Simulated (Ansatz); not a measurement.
A nudged elastic band was laid between two geometries of F₂GeH₂ (5 atoms, charge 0, multiplicity 1).

Method: Ansatz, RKS B3LYP/def2-SVPD.

```yaml
movable_images: 5
climbing_image: yes
spring: 5.0 eV/Å²
optimiser: quadratic models (default)
start_path: through a guess of the saddle point
force_threshold: 0.03 eV/Å
iteration_limit: 57
end_points: relaxed
```

Image 0:

```xyz
5
Properties=species:S:1:pos:R:3
Ge 0.332 0.000 0.235
H 0.183 0.000 1.756
H 1.717 0.000 -0.412
F -0.539 1.389 -0.381
F -0.539 -1.389 -0.381
```

Image 6:

```xyz
5
Properties=species:S:1:pos:R:3
Ge -0.167 0.031 -1.171
H 1.310 0.067 1.499
H 1.970 -0.059 1.142
F -1.001 1.314 -0.268
F -0.959 -1.353 -0.386
```

Problem. Which bonds break or form, and what moves?

Solution. Bonds broken: Ge1–H2, Ge1–H3. Bonds formed: H2–H3. F2GeH2 becomes F2Ge + H2.

Problem. Give the energies along the band, and the barrier.

Solution. The run converged. The highest image is number 3 of 0 to 6, 316.1 kJ/mol above the first end and 285.2 kJ/mol above the last; the last end lies 30.9 kJ/mol above the first. Neighbouring images differ by up to 2.3 eV, so the band resolves the path poorly. A vibrational analysis at the climbing image gives one clearly imaginary mode, 1526i cm⁻¹: a first-order saddle point. The orbitals stay closed-shell, which can raise the energy where a bond breaks towards radicals; this wasn't checked here.

```
image  path coordinate (Å)  energy (kJ/mol)  Ge1–H2 (Å)  Ge1–H3 (Å)  H2–H3 (Å)
    0                 0.00              0.0        1.53        1.53       2.66
    1                 0.43             35.3        1.50        1.52       2.26
    2                 0.85            169.3        1.55        1.50       1.80
    3                 1.28            316.1        1.80        1.52       1.41
    4                 1.84             96.2        2.10        1.86       0.85
    5                 2.39             34.1        2.64        2.58       0.76
    6                 2.95             30.9        3.05        3.15       0.76
```

Problem. What is the geometry of the highest image?

Solution. 
```xyz
5
Properties=species:S:1:pos:R:3
Ge 0.318 0.001 -0.356
H 0.677 0.000 1.405
H 1.651 0.000 0.383
F -0.747 1.389 -0.308
F -0.746 -1.389 -0.309
```

Run time: 4.5 min on 2 threads of Intel(R) Xeon(R) Platinum 8259CL CPU @ 2.50GHz (Skylake/Cascade Lake), with other jobs on the host, peak memory 0.23 GiB.
